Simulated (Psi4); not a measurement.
C3H10GaN (SMILES CC[N](C)[GaH2]), singlet, geometry from GFN2-xTB (such geometries of metal compounds can be far from the true shape), atoms displaced at random by about 0.03 Å a coordinate; PBE0/STO-3G, gradient (Psi4 1.11).

Here is a job for Psi4.
```
memory 2 GB

molecule mol {
0 1
Ga   -0.012441   -1.118258   -0.636499
H    -1.162929   -2.054693   -0.078243
H     1.041950   -1.566377   -1.722111
N     0.053158    0.581681   -0.191427
C     1.049092    1.557344   -0.500998
C    -0.917447    1.093573    0.931630
C    -0.230448    1.211631    2.329356
H     1.745742    1.803805    0.300642
H     0.557086    2.459556   -0.900376
H     1.631107    1.037682   -1.326705
H    -1.285330    2.036158    0.648930
H    -1.672873    0.329097    1.024842
H     0.557499    2.008503    2.374793
H    -0.988657    1.401370    3.058542
H     0.289183    0.289084    2.564401
symmetry c1
no_reorient
no_com
}

set {
  basis sto-3g
  reference rks
}

gradient('pbe0')
print_variables()
```

It wrote (shortened):

```
gradient() will perform analytic gradient computation.

   => Loading Basis Set <=

    Name: STO-3G
    Role: ORBITAL
    Keyword: BASIS

         ---------------------------------------------------------
                                   SCF
               by Justin Turney, Rob Parrish, Andy Simmonett
                          and Daniel G. A. Smith
                              RKS Reference
         ---------------------------------------------------------

  ==> Geometry <==

    Molecular point group: c1
    Full point group: C1

    Geometry (in Angstrom), charge = 0, multiplicity = 1:

       Center              X                  Y                   Z               Mass
    ------------   -----------------  -----------------  -----------------  -----------------
         GA          -0.012441000000    -1.118258000000    -0.636499000000    68.925573500000
         H           -1.162929000000    -2.054693000000    -0.078243000000     1.007825032230
         H            1.041950000000    -1.566377000000    -1.722111000000     1.007825032230
         N            0.053158000000     0.581681000000    -0.191427000000    14.003074004430
         C            1.049092000000     1.557344000000    -0.500998000000    12.000000000000
         C           -0.917447000000     1.093573000000     0.931630000000    12.000000000000
         C           -0.230448000000     1.211631000000     2.329356000000    12.000000000000
         H            1.745742000000     1.803805000000     0.300642000000     1.007825032230
         H            0.557086000000     2.459556000000    -0.900376000000     1.007825032230
         H            1.631107000000     1.037682000000    -1.326705000000     1.007825032230
         H           -1.285330000000     2.036158000000     0.648930000000     1.007825032230
         H           -1.672873000000     0.329097000000     1.024842000000     1.007825032230
         H            0.557499000000     2.008503000000     2.374793000000     1.007825032230
         H           -0.988657000000     1.401370000000     3.058542000000     1.007825032230
         H            0.289183000000     0.289084000000     2.564401000000     1.007825032230

  Running in c1 symmetry.

  Rotational constants: A =      0.17297  B =      0.06153  C =      0.05012 [cm^-1]
  Rotational constants: A =   5185.64356  B =   1844.73287  C =   1502.68574 [MHz]
  Nuclear repulsion =  351.428085652766129

  Charge       = 0
  Multiplicity = 1
  Electrons    = 66
[...]
  @DF-RKS Final Energy: -2074.79532286320273
    Total Energy =                      -2074.7953228632027276
[...]

    Deriv               =              1
    GGA                 =           TRUE
    Meta                =          FALSE

    Exchange Hybrid     =           TRUE
    MP2 Hybrid          =          FALSE

   => Exchange Functionals <=

    0.7500   Perdew, Burke & Ernzerhof

   => Exact (HF) Exchange <=

    0.2500               HF

   => Correlation Functionals <=

    1.0000   Perdew, Burke & Ernzerhof

   => LibXC Density Thresholds  <==

    XC_HYB_GGA_XC_PBEH:  1.00E-15

   => Molecular Quadrature <=

    Radial Scheme          =       TREUTLER
    Pruning Scheme         =           NONE
    Nuclear Scheme         =       TREUTLER

    Blocking Scheme        =         OCTREE
    BS radius alpha        =              1
    Pruning alpha          =              1
    Radial Points          =             75
    Spherical Points       =            302
    Total Points           =         317473
    Total Blocks           =           2393
    Max Points             =            256
    Max Functions          =             46
    Weights Tolerance      =       1.00E-15

  -Total Gradient:
     Atom            X                  Y                   Z
    ------   -----------------  -----------------  -----------------
       1       -0.002556158155    -0.070350946955    -0.011160548253
       2       -0.044352673756    -0.036955644091     0.022718416437
       3        0.038934059650    -0.016521512069    -0.039177144556
       4        0.065307148272     0.142728937010    -0.031176178856
       5       -0.033372640029     0.006743467333     0.060121285559
       6       -0.065001245217     0.044136112197     0.001860061555
       7       -0.030525057664    -0.013463375118     0.027416376305
       8       -0.002465498053    -0.003939723994    -0.011785292462
       9       -0.006507469401    -0.006488446851    -0.001017328849
      10        0.003617519618    -0.025973279419    -0.015444900171
      11        0.023668264506    -0.039882060771     0.015041915143
      12        0.019628206534     0.005363381326     0.002452912184
      13        0.018574740656     0.008053821010     0.003154908878
      14        0.014731263990    -0.005619092696    -0.019175434271
      15        0.000238228144     0.012478281141    -0.003774424352

  Variable Map:
  ----------------------------------------------------------------------------
[...]
  Array Variable Map:
  ----------------------------------------------------------------------------
[...]
[...]
```
